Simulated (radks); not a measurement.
Values are calculated unless marked as measured or tabulated.
Cd I, 48 electrons, occupied as [Kr] 4d10 5s1 5p1 (not the ground configuration).

Code: a radial shooting solver on a logarithmic mesh with Libxc functionals. Model: scalar-relativistic Kohn-Sham, PBE, spin-polarised, spherical densities, point nucleus; open shells are filled with parallel spins first (spin-orbit coupling, left out, can overturn this in heavy ions).

Energy parts (eV):
part                       energy
total                 -152234.241
kinetic                158413.455
electron-nucleus      -368002.836
Hartree                 61552.762
exchange-correlation    -4197.623

Orbitals (lengths in bohr, moments of r in powers of bohr; r(max) is where P^2 peaks):
| orbital | occ. | eigenvalue (eV) | <r^2> | r(max) |
|---|---|---|---|---|
| 1s up | 1 | -26527.52 | 0.001250 | 0.01968 |
| 1s down | 1 | -26527.49 | 0.001250 | 0.01968 |
| 2s up | 1 | -3939.739 | 0.02043 | 0.1112 |
| 2s down | 1 | -3939.738 | 0.02043 | 0.1112 |
| 2p up | 3 | -3535.198 | 0.01611 | 0.08898 |
| 2p down | 3 | -3535.189 | 0.01611 | 0.08899 |
| 3s up | 1 | -735.6932 | 0.1468 | 0.3239 |
| 3s down | 1 | -735.6697 | 0.1468 | 0.3239 |
| 3p up | 3 | -602.9939 | 0.1480 | 0.3171 |
| 3p down | 3 | -602.9697 | 0.1480 | 0.3171 |
| 3d up | 5 | -395.3523 | 0.1333 | 0.2658 |
| 3d down | 5 | -395.3354 | 0.1333 | 0.2658 |
| 4s up | 1 | -107.6909 | 0.8763 | 0.7954 |
| 4s down | 1 | -107.6609 | 0.8753 | 0.7955 |
| 4p up | 3 | -68.7584 | 1.058 | 0.8455 |
| 4p down | 3 | -68.7041 | 1.054 | 0.8456 |
| 4d up | 5 | -13.5847 | 2.031 | 0.9818 |
| 4d down | 5 | -13.2890 | 1.957 | 0.9797 |
| 5s up | 1 | -7.3716 | 9.037 | 2.308 |
| 5s down | 0 | -6.0342 | 8.858 | 2.279 |
| 5p up | 1 | -2.4430 | 19.12 | 3.104 |

The highest occupied level is 5p up at -2.443 eV. The configuration is held as typed, so some empty levels lie below it. Spin moment in Bohr magnetons: 2. Summed over all electrons, <r^2> = 58.85 bohr^2, which gives a Langevin (diamagnetic) susceptibility term of -46.6 x 10^-6 cm^3/mol. The density falls to 0.001 e/bohr^3 at r = 4.62 bohr.
